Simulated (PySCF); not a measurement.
## What an electron can do to MoCl

PBE0 in PySCF with def2-TZVPPD on every atom (core potentials on Mo), for the lowest determinant that a PBE0 search found; no spin–orbit coupling.

```csv
species,state (unpaired electrons),Re (Å),ωe (cm⁻¹),energy of the minimum from the neutral (eV),De (eV),dissociates to
MoCl,"sextet (σ ↑, π ↑↑, δ ↑↑)",2.283,378,0.00,3.79,Mo (4d5 5s1) + Cl
MoCl⁺,"quintet (π ↑↑, δ ↑↑)",2.210,456,8.22,2.82,Mo⁺ (4d5) + Cl
MoCl⁻,"septet (σ ↑↑, π ↑↑, δ ↑↑)",2.510,231,-1.05,1.27,Mo (4d5 5s1) + Cl⁻
```

**Question.** Work out the lowest energy to break MoCl into atoms, from its vibrational ground state.

**Answer.** D0 = De − ωe/2 = 3.79 − 0.02 = 3.77 eV (PBE0/def2-TZVPPD).

**Question.** Work out the ionisation energy of the Mo atom at this level and the threshold of dissociative ionisation.

**Answer.** IE(Mo) = 8.22 + 2.82 − 3.79 = 7.25 eV, so Mo⁺ (4d5) + Cl + e⁻ appears at D0 + IE(Mo) = 11.02 eV (PBE0/def2-TZVPPD). The measured IE(Mo) is 7.092 eV (NIST ASD).

**Question.** Work out the electron affinity of the Cl atom and the threshold of dissociative attachment.

**Answer.** EA(Cl) = 3.79 − 1.27 − (-1.05) = 3.57 eV, so Mo (4d5 5s1) + Cl⁻ needs D0 − EA(Cl) = 0.20 eV (PBE0/def2-TZVPPD). The measured EA(Cl) is 3.613 eV.

**Question.** At which energy does ion-pair formation open?

**Answer.** Mo⁺ + Cl⁻ lies at D0 + IE(Mo) − EA(Cl) = 7.45 eV (PBE0/def2-TZVPPD).

These are thermodynamic thresholds; the onsets seen under electron impact lie higher where the geometry changes, and cross-sections peak well above them.

The metal atom is held in its measured ground configuration; semilocal functionals can put another filling of s and d lower by some tenths of an eV, and De to that atom would be smaller. These are scalar-relativistic numbers at best; spin–orbit coupling would shift them, the dissociation energy most. For an ion De counts to the pair picked by the measured ionisation energies or electron affinities, which need not be the lowest pair at this level. The highest Kohn–Sham level is positive in this anion. Much of that is self-interaction error, but it also means that the finite basis helps to hold the extra electron. With d or f electrons several states lie close, and the lowest PBE0 determinant need not be the measured ground state.
